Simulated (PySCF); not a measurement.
## Mayer bond orders and bond lengths

Compound: C3H3ClN2O.
Numbering: `[CH3:1][c:2]1[n:3][n:4][c:5]([Cl:6])[o:7]1` (hydrogens: H8, H9, H10 on C1)

Structure used (GFN2-xTB), in Å, numbered top down from 1:
```
atom  x, y, z in Å
C1    -1.6468    0.0900    0.4810
C2    -0.2107   -0.1805    0.2849
N3     0.3719   -1.3278    0.1840
N4     1.6919   -1.1068    0.0137
C5     1.8488    0.1731    0.0192
Cl6    3.2737    1.0376   -0.1524
O7     0.6841    0.8392    0.1871
H8    -2.0294    0.6887   -0.3441
H9    -2.1762   -0.8560    0.5288
H10   -1.7984    0.6471    1.4042
```

Bond orders from the PBE0/pcSseg-1 density (PySCF). Geometry: GFN2-xTB; no solvent, vibrations or thermal averaging.

Q: Where do the orders between heavy atoms depart from those drawn in the SMILES?

A: The largest departure is 0.462, at O7–C2 (drawn aromatic, 1.038), counting aromatic bonds as 1.5. The bonds drawn aromatic range from 1.04 to 1.70.

Q: Set the Mayer orders of the bonds beside their lengths.

A: 
| bond | drawn as | length (Å) | Mayer order |
| --- | --- | --- | --- |
| C1–C2 | single | 1.474 | 1.063 |
| C2–N3 | aromatic | 1.291 | 1.698 |
| N3–N4 | aromatic | 1.349 | 1.155 |
| N4–C5 | aromatic | 1.289 | 1.664 |
| C5–Cl6 | single | 1.675 | 1.065 |
| C5–O7 | aromatic | 1.352 | 1.069 |
| O7–C2 | aromatic | 1.360 | 1.038 |
| C1–H8 | single | 1.089 | 0.938 |
| C1–H9 | single | 1.085 | 0.944 |
| C1–H10 | single | 1.089 | 0.938 |

Bonds between the same two heavy elements. C–N: lowest N4–C5 (1.664, 1.289 Å), highest C2–N3 (1.698, 1.291 Å). C–O: lowest O7–C2 (1.038, 1.360 Å), highest C5–O7 (1.069, 1.352 Å).

Q: Sum the orders of all bonds at each heavy atom with more than one neighbour and set the sums beside the valence in the SMILES.

A: C1 3.883 (drawn 4), C2 3.799 (drawn 4), N3 2.853 (drawn 3), N4 2.819 (drawn 3), C5 3.798 (drawn 4), O7 2.107 (drawn 2). Orders between atoms that aren't bonded are not in these sums.

Mayer orders depend on the basis set.

These values come from a run that also computed NMR shieldings. The run took about 30 s of CPU time (one thread, shared machine).
